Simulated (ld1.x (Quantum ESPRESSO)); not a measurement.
# An all-electron radial function and its pseudo partner (oxygen)

Columns: radius, all-electron u(r) and pseudo u(r) of the 2s shell (level -23.96 eV) of oxygen in the configuration [He] 2s2 2p4; PBE, scalar-relativistic, PAW scheme, ld1.x (Quantum ESPRESSO) 7.5.

```csv
r (bohr),all-electron,pseudo
0.082,0.4105,-0.1377
0.165,0.3383,-0.2745
0.248,0.0936,-0.4062
0.330,-0.1790,-0.5287
0.413,-0.4273,-0.6422
0.495,-0.6251,-0.7412
0.578,-0.7737,-0.8255
0.660,-0.8731,-0.8906
0.742,-0.9324,-0.9357
0.825,-0.9595,-0.9596
0.908,-0.9609,-0.9609
0.990,-0.9436,-0.9436
1.072,-0.9129,-0.9129
1.155,-0.8725,-0.8725
1.238,-0.8261,-0.8261
1.320,-0.7769,-0.7769
1.402,-0.7263,-0.7263
1.485,-0.6750,-0.6750
1.568,-0.6247,-0.6247
1.650,-0.5767,-0.5767
1.733,-0.5302,-0.5302
1.815,-0.4867,-0.4867
1.898,-0.4454,-0.4454
1.980,-0.4072,-0.4072
2.062,-0.3718,-0.3718
2.145,-0.3385,-0.3385
```

(1) How many radial nodes do the two functions have?

(2) At about which radius was the pseudo-wave matched?

(3) Is the pseudo-wave norm-conserving?

Answers

(1) The all-electron 2s function has n − l − 1 = 1; the pseudo-wave has 0, since the states of the same l below it are removed with the core.

(2) 0.85 bohr, where the columns begin to agree (steps of 0.08 bohr).

(3) No, it belongs to a PAW set: the norm inside the radius is not constrained, and the difference is carried by the augmentation charge.
